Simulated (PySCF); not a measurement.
What settings do to a single point of [Yb(OH)2]+

The sound run of [Yb(OH)2]+ (singlet in the valence; each metal's 4f electrons, 13 of them, lie in its core potential, out of spins and levels) uses PySCF 2.14.0, RKS r2SCAN, Yb lcecp-1-SVP with ECP59, O def2-SVP, H def2-SVP; non-relativistic Hamiltonian with scalar-relativistic core potentials where named; density fitting; no spin-orbit coupling, grid (50, 194), threshold 1e-8 Eh and 55 cycles, at the relaxed geometry:

```xyz
5

Yb   -0.0202   -0.9465    0.0755
O     0.0016    0.2040    1.6161
H     0.0163    0.9449    2.2332
O     0.0016   -0.0547   -1.6280
H     0.0163    0.5791   -2.3548
```

There Yb1 has a Mulliken charge of 1.37 e and the dipole about the centre of mass is 2.33 D. Each run below changes one thing and starts from free metal ions and neutral atoms unless it says otherwise; with 55 cycles, smearing, a level shift and second-order steps follow where DIIS fails, and their cycles count. Energy shifts count from the sound run. On f atoms grids over 110 angular points are at least (60, 302).

```tsv
change	outcome	cycles	energy shift (eV)	largest force component (eV/Å)	charge on Yb1 (e)	dipole about the centre of mass (D)
start from a density of up to 30 smeared cycles (not counted)	converged	7	0.0000	0.02	1.37	2.33
cycle limit 3	not converged	3	–	–	–	–
```

(1) One further run converged with energy shift (eV) 1.76, largest force component (eV/Å) 5.07, charge on Yb1 (e) 1.49, dipole about the centre of mass (D) 2.95. Which change was it?
A. all coordinates × 1.12
B. threshold 0.0001
C. charge changed by +1, spin kept, limit 100 cycles

(2) And the other changes listed?

Forces carry noise of the integration grid, about 0.01 to 0.03 eV/Å.

No frequency check is given that shows the relaxed geometry to be a minimum. An lcecp potential fixes the number of 4f electrons, so in runs with it no electron can move into or out of that shell.

Results:

(1) A.

(2) 
```tsv
change	outcome	cycles	energy shift (eV)	largest force component (eV/Å)	charge on Yb1 (e)	dipole about the centre of mass (D)
charge changed by +1, spin kept, limit 100 cycles	refused	–	–	–	–	–
threshold 0.0001	converged	6	0.0009	0.03	1.38	2.35
```
